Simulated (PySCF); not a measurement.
**State search for KS**

Unrestricted PBE0; basis K x2c-TZVPPall, S x2c-TZVPPall; spin-free X2C with a Gaussian nucleus; PySCF 2.14. Outer shells of the fragments: K 4s1; S 3s2 3p4.

Followed along the bond (rough minima from three points):

```json
{"2Ms+1": "2", "unpaired": "π ↑", "⟨S²⟩ at the start": "0.76", "R at minimum (Å)": "2.83", "Te (eV)": "0.00"}
{"2Ms+1": "2", "unpaired": "σ ↑", "⟨S²⟩ at the start": "0.75", "R at minimum (Å)": "2.70", "Te (eV)": "0.26"}
{"2Ms+1": "4", "unpaired": "σ ↑, π ↑↑", "⟨S²⟩ at the start": "3.76", "R at minimum (Å)": "none in the scan", "Te (eV)": "≤ 2.62"}
```

Solutions found at the starting distance of 2.930 Å, counted from the lowest of them; the search is not exhaustive and high or unbound solutions are not listed, so other states can lie among these:

```json
{"2Ms+1": "2", "unpaired": "π ↑", "term": "²Π", "E (eV)": "0.00", "⟨S²⟩": "0.76", "⟨Lz²⟩": "1.01", "μ (D)": "-10.41"}
{"2Ms+1": "2", "unpaired": "σ ↑", "term": "²Σ⁺", "E (eV)": "0.34", "⟨S²⟩": "0.75", "⟨Lz²⟩": "0.00", "μ (D)": "-10.97"}
{"2Ms+1": "4", "unpaired": "σ ↑, π ↑↑", "term": "⁴Σ⁻", "E (eV)": "2.75", "⟨S²⟩": "3.76", "⟨Lz²⟩": "0.00", "μ (D)": "2.50"}
{"2Ms+1": "2", "unpaired": "σ ↓, π ↑↑", "term": "mixed", "E (eV)": "2.79", "⟨S²⟩": "1.76", "⟨Lz²⟩": "0.00", "μ (D)": "2.88"}
{"2Ms+1": "4", "unpaired": "σ ↑↑, π ↑", "term": "⁴Π", "E (eV)": "2.94", "⟨S²⟩": "3.75", "⟨Lz²⟩": "1.01", "μ (D)": "2.62"}
{"2Ms+1": "2", "unpaired": "σ ↑, π ↑↓", "term": "mixed", "E (eV)": "3.17", "⟨S²⟩": "1.76", "⟨Lz²⟩": "2.03", "μ (D)": "2.68"}
{"2Ms+1": "4", "unpaired": "π ↑↑↑", "term": "⁴Π", "E (eV)": "4.16", "⟨S²⟩": "3.76", "⟨Lz²⟩": "1.00", "μ (D)": "0.93"}
{"2Ms+1": "4", "unpaired": "σ ↑, π ↑↑", "term": "mixed", "E (eV)": "4.36", "⟨S²⟩": "3.75", "⟨Lz²⟩": "2.01", "μ (D)": "0.82"}
{"2Ms+1": "4", "unpaired": "σ ↑, π ↑↑", "term": "mixed", "E (eV)": "4.44", "⟨S²⟩": "3.75", "⟨Lz²⟩": "2.01", "μ (D)": "1.42"}
```

A term symbol is given only where ⟨S²⟩ and ⟨Lz²⟩ are close to those of a pure state; real π, δ and φ orbitals otherwise mix terms. A positive dipole means K(−)S(+).

Question: Compare the gap between the two lowest followed solutions at the starting distance with the gap between their minima.

Answer: At PBE0 the second solution (doublet, unpaired electrons σ ↑) lies +0.34 eV from the first (doublet, unpaired electrons π ↑) at 2.930 Å and +0.26 eV at the minima; the two curves relax by different amounts, since their minima lie near 2.70 and 2.83 Å.

Counting both spins, an empty level lies below a filled one in some of these solutions, because spin and occupation are held.
